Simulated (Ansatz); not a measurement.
```yaml
crystal:
  periodic: [false, false, false]
  atoms:
    - {symbol: Cl, position_ang: [-0.874264, 2.805755, 2.327954]}
    - {symbol: Si, position_ang: [-0.547760, 0.795765, 2.045825]}
    - {symbol: Cl, position_ang: [0.323729, 0.171144, 3.855854]}
    - {symbol: Cl, position_ang: [-2.598520, 0.154684, 1.836352]}
    - {symbol: Sn, position_ang: [0.860982, 0.297270, 0.083663]}
    - {symbol: Si, position_ang: [-0.543468, 1.277262, -2.156685]}
    - {symbol: Cl, position_ang: [-2.417619, 0.374047, -2.106883]}
    - {symbol: Cl, position_ang: [-0.708130, 3.202597, -1.871061]}
    - {symbol: Cl, position_ang: [0.470625, 0.787744, -3.598930]}
    - {symbol: Si, position_ang: [1.038331, -2.120950, -0.146122]}
    - {symbol: Cl, position_ang: [2.080664, -2.755578, -1.896693]}
    - {symbol: Cl, position_ang: [-0.774721, -2.904270, -0.261561]}
    - {symbol: Cl, position_ang: [1.887679, -2.858721, 1.461709]}
    - {symbol: H, position_ang: [2.289602, 1.083243, 0.295028]}
basis:
  gaussian: {orbitals: def2-TZVPP}
total_charge: 1
magnetization: {spin_polarized: false, initial_magnetization: 1}
hamiltonian: {xc: {name: BHLYP}}
scf: {lower_state_search: off}
output: {forces: true}
```

```sh
$ ansatz run in.yaml --threads 11 --pin off --events-out ev --progress --plain --max-ram 174080MiB --backend cuda --devices 0, --max-vram 75GiB
```

Output, abridged:

```
Functional definition: BHLYP
4569 factors; their error is unknown
mean field evaluation 1: about -142185.8004 eV, gradient 3.5e1 eV
mean field evaluation 2: about -142179.9209 eV, gradient 5.0e1 eV
mean field evaluation 4: about -142188.7880 eV, gradient 6.5e0 eV
mean field evaluation 8: about -142188.9527 eV, gradient 3.5e-1 eV
mean field evaluation 16: about -142189.8805 eV, gradient 1.1e-3 eV
mean field -142189.88046023 eV, -5225.3817271508 hartree, gradient 5.6e-6 eV, S^2 0.750000; 0 other end points of the search recorded, 0 dependent functions left out
reference -142189.88077653 eV, -5225.3817387747 hartree; 109, 108 occupied and 459, 460 virtual orbitals, 4569 factors
Total energy: -142189.88077653 eV, -5225.3817387747 hartree
Atom 0 at    -0.874264     2.805755     2.327954 Å, force     0.502999    -0.330147    -0.374704 eV/Å
Atom 1 at    -0.547760     0.795765     2.045825 Å, force    -3.040350     0.891157     2.769689 eV/Å
Atom 2 at     0.323729     0.171144     3.855854 Å, force    -0.475644     0.029494    -1.581895 eV/Å
Atom 3 at    -2.598520     0.154684     1.836352 Å, force     2.052653     0.012831     0.067669 eV/Å
Atom 4 at     0.860982     0.297270     0.083663 Å, force     0.369393     0.530774     0.160254 eV/Å
Atom 5 at    -0.543468     1.277262    -2.156685 Å, force    -4.757419     0.235371     2.959557 eV/Å
Atom 6 at    -2.417619     0.374047    -2.106883 Å, force     1.542534     0.493722     0.215917 eV/Å
Atom 7 at    -0.708130     3.202597    -1.871061 Å, force     0.116996     0.888806     0.452014 eV/Å
Atom 8 at     0.470625     0.787744    -3.598930 Å, force     3.058543    -1.541208    -3.906385 eV/Å
Atom 9 at     1.038331    -2.120950    -0.146122 Å, force     0.900124    -2.349832    -2.820060 eV/Å
Atom 10 at     2.080664    -2.755578    -1.896693 Å, force    -0.681827     0.781651     1.387803 eV/Å
Atom 11 at    -0.774721    -2.904270    -0.261561 Å, force    -1.005215    -0.143534    -0.124182 eV/Å
Atom 12 at     1.887679    -2.858721     1.461709 Å, force     0.767026    -0.052530     1.012814 eV/Å
Atom 13 at     2.289602     1.083243     0.295028 Å, force     0.650186     0.553445    -0.218491 eV/Å
Dipole moment:     0.382298     0.516720    -0.961726 e Å
Checks for a lower state left out: stability, starts, cluster_reference, orbital_swaps, neighbouring_geometries, increment
```

It took 6 s on 11 threads of an AMD EPYC 7R13 on a shared host and a whole NVIDIA H100 80 GB, with 3 GiB of host memory at the peak.
